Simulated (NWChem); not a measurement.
System: H2SeO; SMILES O[SeH]

Parts of the log:

```
             Northwest Computational Chemistry Package (NWChem) 7.3.0
             --------------------------------------------------------

 C1  symmetry detected

                             Geometry "geometry" -> ""
                             -------------------------

 Output coordinates in angstroms (scale by  1.889725989 to convert to a.u.)

  No.       Tag          Charge          X              Y              Z
 ---- ---------------- ---------- -------------- -------------- --------------
    1 Se                  34.0000     0.03747701    -0.37239344    -0.00938705
    2 H                    1.0000    -1.40998240    -0.55498250     0.08430280
    3 O                    8.0000    -0.00269899     1.42812753    -0.07129586
    4 H                    1.0000     0.15735600     1.79133910     0.80522379

 Effective nuclear repulsion energy (a.u.)     106.2717443643

                                Z-matrix (autoz)
                                --------

 Units are Angstrom for bonds and degrees for angles

      Type          Name      I     J     K     L     M      Value
      ----------- --------  ----- ----- ----- ----- ----- ----------
    1 Stretch                  1     2                       1.46194
    2 Stretch                  1     3                       1.80203
    3 Stretch                  3     4                       0.96220
    4 Bend                     1     3     4               110.00850
    5 Bend                     2     1     3                96.02246
    6 Torsion                  2     1     3     4          97.22748

                           NWChem Geometry Optimization
                           ----------------------------

 maximum gradient threshold         (gmax) =   0.000450
 rms gradient threshold             (grms) =   0.000300
 maximum cartesian step threshold   (xmax) =   0.001800
 rms cartesian step threshold       (xrms) =   0.001200
 fixed trust radius                (trust) =   0.300000
 source of zmatrix                         =   autoz

          -------------------
          Energy Minimization
          -------------------

 Using diagonal initial Hessian
 Scaling for Hessian diagonals: bonds = 1.00  angles = 0.25  torsions = 0.10

          --------
          Step   0

                                 NWChem DFT Module
                                 -----------------

 Summary of "ao basis" -> "ao basis" (spherical)
 ------------------------------------------------------------------------------
       Tag                 Description            Shells   Functions and Types
 ---------------- ------------------------------  ------  ---------------------
 Se                         def2-svp                12       32   5s4p3d
 H                          def2-svp                 3        5   2s1p
 O                          def2-svp                 6       14   3s2p1d

            General Information
            -------------------
          SCF calculation type: DFT
          Wavefunction type:  closed shell.
          No. of atoms     :     4
          No. of electrons :    44
           Alpha electrons :    22
            Beta electrons :    22
          Charge           :     0
          Spin multiplicity:     1
          Use of symmetry is: off; symmetry adaption is: off
          Maximum number of iterations: 150
          AO basis - number of functions:    56
                     number of shells:    24
          Convergence on energy requested:  1.00D-06
          Convergence on density requested:  1.00D-05
          Convergence on gradient requested:  5.00D-04

              XC Information
              --------------
                         PBE0 Method XC Functional
                     Hartree-Fock (Exact) Exchange  0.250
          PerdewBurkeErnzerhof Exchange Functional  0.750
            Perdew 1991 LDA Correlation Functional  1.000 local
           PerdewBurkeErnz. Correlation Functional  1.000 non-local

             Grid Information
             ----------------
          Grid used for XC integration:  medium
          Radial quadrature: Mura-Knowles
          Angular quadrature: Lebedev.
          Tag              B.-S. Rad. Rad. Pts. Rad. Cut. Ang. Pts.
          ---              ---------- --------- --------- ---------
          Se                  1.15      112           8.0       590
          H                   0.35       45           9.0       434
          O                   0.60       49           8.0       434
          Grid pruning is: on
          Number of quadrature shells:   251
          Spatial weights used:  Erf1

      Superposition of Atomic Density Guess
      -------------------------------------

 Sum of atomic energies:       -2475.20149712

      Non-variational initial energy
      ------------------------------

 Total energy =   -2475.523319
 1-e energy   =   -3658.787275
 2-e energy   =    1076.992212
 HOMO         =      -0.252534
 LUMO         =      -0.031198

   convergence    iter        energy       DeltaE   RMS-Dens  Diis-err
 ---------------- ----- ----------------- --------- --------- ---------
 d= 0,ls=0.0,diis     1  -2477.1830010012 -2.58D+03  1.46D-02  3.66D-01
 d= 0,ls=0.0,diis     2  -2477.1723231044  1.07D-02  8.58D-03  4.85D-01
 d= 0,ls=0.0,diis     3  -2477.2189326253 -4.66D-02  1.98D-03  4.80D-02
 d= 0,ls=0.0,diis     4  -2477.2234591431 -4.53D-03  3.14D-04  4.01D-04
 d= 0,ls=0.0,diis     5  -2477.2235024928 -4.33D-05  8.93D-05  2.40D-05
  Resetting Diis
 d= 0,ls=0.0,diis     6  -2477.2235055109 -3.02D-06  1.99D-05  1.32D-06
 d= 0,ls=0.0,diis     7  -2477.2235056523 -1.41D-07  5.17D-06  6.56D-08

         Total DFT energy =    -2477.223505652317
      One electron energy =    -3659.544277836559
           Coulomb energy =     1172.196930420178
    Exchange-Corr. energy =      -96.147902600227
 Nuclear repulsion energy =      106.271744364290

 Numeric. integr. density =       44.000013079212

                       DFT Final Molecular Orbital Analysis
                       ------------------------------------

 Vector   20  Occ=2.000000D+00  E=-3.849194D-01
              MO Center=  9.0D-02,  7.6D-01, -1.3D-01, r^2= 1.9D+00
   Bfn.  Coefficient  Atom+Function         Bfn.  Coefficient  Atom+Function
  ----- ------------  ---------------      ----- ------------  ---------------
    42      0.331431  3 O  py                43     -0.297163  3 O  pz
    45      0.239327  3 O  py                13     -0.237370  1 Se py
    46     -0.216407  3 O  pz                41      0.205631  3 O  px
     4      0.178042  1 Se s                 16     -0.175668  1 Se py
    10      0.151633  1 Se py                 5      0.150608  1 Se s

 Vector   21  Occ=2.000000D+00  E=-3.125248D-01
              MO Center= -1.2D-01,  7.2D-01, -2.1D-02, r^2= 2.0D+00
   Bfn.  Coefficient  Atom+Function         Bfn.  Coefficient  Atom+Function
  ----- ------------  ---------------      ----- ------------  ---------------
    41      0.529313  3 O  px                44      0.413946  3 O  px
    33      0.253199  2 H  s                 12     -0.215264  1 Se px
     5     -0.204979  1 Se s                  4     -0.187053  1 Se s
    34      0.170988  2 H  s                  3      0.131781  1 Se s
     9      0.131303  1 Se px                15     -0.129298  1 Se px

 Vector   22  Occ=2.000000D+00  E=-2.443617D-01
              MO Center=  1.1D-02, -2.3D-01, -5.1D-03, r^2= 1.9D+00
   Bfn.  Coefficient  Atom+Function         Bfn.  Coefficient  Atom+Function
  ----- ------------  ---------------      ----- ------------  ---------------
    17      0.606195  1 Se pz                14      0.510695  1 Se pz
    11     -0.319413  1 Se pz                43     -0.189006  3 O  pz
    46     -0.137166  3 O  pz                52     -0.124572  4 H  s
    40      0.113411  3 O  s                  8      0.103481  1 Se pz
    45      0.065907  3 O  py                39      0.062956  3 O  s

 Vector   23  Occ=0.000000D+00  E=-3.030581D-02
              MO Center=  5.7D-02,  2.5D-02,  8.1D-02, r^2= 2.7D+00
   Bfn.  Coefficient  Atom+Function         Bfn.  Coefficient  Atom+Function
  ----- ------------  ---------------      ----- ------------  ---------------
    16      0.773931  1 Se py                40     -0.577895  3 O  s
    13      0.361894  1 Se py                45      0.333192  3 O  py
    42      0.306626  3 O  py                53      0.300595  4 H  s
    10     -0.231932  1 Se py                15      0.216254  1 Se px
    34      0.212942  2 H  s                  4      0.169121  1 Se s

[...]

      ----------------------
      Optimization converged
      ----------------------

  Step       Energy      Delta E   Gmax     Grms     Xrms     Xmax
  ---- ---------------- -------- -------- -------- -------- --------
@    6   -2477.22411867 -5.6D-08  0.00005  0.00002  0.00018  0.00034
                                     ok       ok       ok       ok

                                Z-matrix (autoz)
                                --------

 Units are Angstrom for bonds and degrees for angles

      Type          Name      I     J     K     L     M      Value     Gradient
      ----------- --------  ----- ----- ----- ----- ----- ---------- ----------
    1 Stretch                  1     2                       1.48029   -0.00005
    2 Stretch                  1     3                       1.80886    0.00002
    3 Stretch                  3     4                       0.96557   -0.00000
    4 Bend                     1     3     4               106.00924   -0.00001
    5 Bend                     2     1     3                97.16748   -0.00001
    6 Torsion                  2     1     3     4          91.22839   -0.00000

                         Geometry "geometry" -> "geometry"
                         ---------------------------------

 Output coordinates in angstroms (scale by  1.889725989 to convert to a.u.)

  No.       Tag          Charge          X              Y              Z
 ---- ---------------- ---------- -------------- -------------- --------------
    1 Se                  34.0000     0.04552299    -0.35970222    -0.01653376
    2 H                    1.0000    -1.41716373    -0.55044488     0.10762382
    3 O                    8.0000     0.03149468     1.44733238    -0.09650030
    4 H                    1.0000     0.12229768     1.75490542     0.81425391

 Effective nuclear repulsion energy (a.u.)     105.9211128142

                Final and change from initial internal coordinates
                --------------------------------------------------

                                Z-matrix (autoz)
                                --------

 Units are Angstrom for bonds and degrees for angles

      Type          Name      I     J     K     L     M      Value       Change
      ----------- --------  ----- ----- ----- ----- ----- ---------- ----------
    1 Stretch                  1     2                       1.48029    0.01835
    2 Stretch                  1     3                       1.80886    0.00682
    3 Stretch                  3     4                       0.96557    0.00337
    4 Bend                     1     3     4               106.00924   -3.99926
    5 Bend                     2     1     3                97.16748    1.14502
    6 Torsion                  2     1     3     4          91.22839   -5.99909

 ==============================================================================
                                internuclear distances
 ------------------------------------------------------------------------------
       center one      |      center two      | atomic units |  angstroms
 ------------------------------------------------------------------------------
    2 H                |   1 Se               |     2.79734  |     1.48029
    3 O                |   1 Se               |     3.41825  |     1.80886
    4 H                |   3 O                |     1.82466  |     0.96557
 ------------------------------------------------------------------------------
                         number of included internuclear distances:          3
 ==============================================================================

[second-derivative integrals and response iterations left out]

  Vibrational analysis via the FX method

  See chapter 2 in "Molecular Vibrations" by Wilson, Decius and Cross

  Vib: Default input used

 ---------------------------- Atom information ----------------------------
     atom    #        X              Y              Z            mass
 --------------------------------------------------------------------------
    Se       1  8.6025974D-02 -6.7973863D-01 -3.1244270D-02  7.8918300D+01
    H        2 -2.6780511D+00 -1.0401900D+00  2.0337952D-01  1.0078250D+00
    O        3  5.9516324D-02  2.7350616D+00 -1.8235912D-01  1.5994910D+01
    H        4  2.3110911D-01  3.3162904D+00  1.5387168D+00  1.0078250D+00
 --------------------------------------------------------------------------

[unprojected Hessian and modes left out]

        Vibrational analysis via the FX method
  --- with translations and rotations projected out ---
  --- via the Eckart algorithm                      ---
 Projected Nuclear Hessian trans-rot subspace norm:7.8501D-33
                         (should be close to zero!)

[projected Hessian left out]

 Rotational Constants
 --------------------
 A=   5.735891 cm-1  (  8.252484 K)
 B=   0.352891 cm-1  (  0.507720 K)
 C=   0.343271 cm-1  (  0.493880 K)

 Temperature                      =   298.15K
 frequency scaling parameter      =   1.0000

 Zero-Point correction to Energy  =   13.369 kcal/mol  (  0.021304 au)
 Thermal correction to Energy     =   15.446 kcal/mol  (  0.024615 au)
 Thermal correction to Enthalpy   =   16.039 kcal/mol  (  0.025559 au)

 Total Entropy                    =   61.357 cal/mol-K
   - Translational                =   39.607 cal/mol-K (mol. weight =  96.9289)
   - Rotational                   =   20.370 cal/mol-K (symmetry #  =        1)
   - Vibrational                  =    1.380 cal/mol-K

 Cv (constant volume heat capacity) =    9.033 cal/mol-K
   - Translational                  =    2.979 cal/mol-K
   - Rotational                     =    2.979 cal/mol-K
   - Vibrational                    =    3.074 cal/mol-K

[normal modes left out]

 ----------------------------------------------------------------------------
 Normal Eigenvalue ||           Projected Infra Red Intensities
  Mode   [cm**-1]  || [atomic units] [(debye/angs)**2] [(KM/mol)] [arbitrary]
 ------ ---------- || -------------- ----------------- ---------- -----------
    1        0.000 ||    0.000795           0.018         0.775       0.271
    2        0.000 ||    0.011293           0.261        11.009       3.846
    3        0.000 ||    0.000002           0.000         0.002       0.001
    4        0.000 ||    0.028692           0.662        27.971       9.770
    5        0.000 ||    0.000083           0.002         0.081       0.028
    6        0.000 ||    0.001984           0.046         1.934       0.676
    7      442.979 ||    0.086967           2.006        84.780      29.613
    8      665.375 ||    0.038393           0.886        37.427      13.073
    9      871.170 ||    0.001735           0.040         1.692       0.591
   10     1125.413 ||    0.044208           1.020        43.096      15.053
   11     2392.039 ||    0.044587           1.029        43.466      15.182
   12     3858.982 ||    0.093672           2.161        91.316      31.896
 ----------------------------------------------------------------------------
```

Level: PBE0/def2-SVP. This build's default masses of Se (78.918 u) and Br (79.917 u) are each other's, which moves their modes by up to 0.6 %.

Q: Write an input that gives this output.

A: This is not unique; one that fits is the input that was run:
```
start job
memory heap 200 mb stack 900 mb global 1100 mb
geometry units angstroms
  Se    -0.212804    -0.044913     0.232414
  H     -1.285601    -0.398710    -0.695589
  O      1.059131     0.176883    -1.024690
  H      1.144241     1.109413    -1.245984
end
basis spherical
  * library def2-svp
end
dft
  xc pbe0
  iterations 150
end
driver
  maxiter 120
end
task dft optimize
task dft freq
```
